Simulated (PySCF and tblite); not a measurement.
Results of a calculation; reference values are marked as such.
System: C₄H₄N₂O, numbered as in [O:1]=[CH:2][c:3]1[cH:4][n:5][cH:6][nH:7]1.

Motion: rotation about the C3–C2 bond (torsion C4–C3–C2–O1 from -180° to 0°, rising). GFN2-xTB gives an electronic barrier of 10.7 kcal/mol and a reaction energy of 2.3 kcal/mol.

What does PBE0/pcSseg-1 + D3(BJ) give on GFN2-xTB geometries?

A barrier of 15.2 kcal/mol, 4.6 above the tight-binding barrier (from unrounded values), a reaction energy of 4.1 kcal/mol and, with GFN2-xTB thermal terms, ΔG‡(298 K) = 14.9 kcal/mol and k = 136 s⁻¹ (2 equivalent paths).

Programs: tblite and PySCF.
